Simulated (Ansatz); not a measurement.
Ansatz results at the PBE0-D4/def2-TZVP geometry: HOMO–LUMO gap (ωB97M-V/def2-TZVPP) 12.36 eV; HOMO–LUMO gap (PBE0/def2-TZVPP) 8.02 eV; zero-point energy (PBE0-D4/def2-TZVP) 69.1 kJ/mol.

Question: Which molecule gave them?
A. `F[SiH2]F`
B. `C#C[Si](F)(Cl)Cl`
C. `C[Si](N)(O)Cl`
D. `CN(C)[SiH3]`

Answer: B. The others give `CN(C)[SiH3]`: 10.85, 6.96, 281.3; `C[Si](N)(O)Cl`: 12.27, 8.51, 209.0; `F[SiH2]F`: 14.19, 10.19, 60.3.
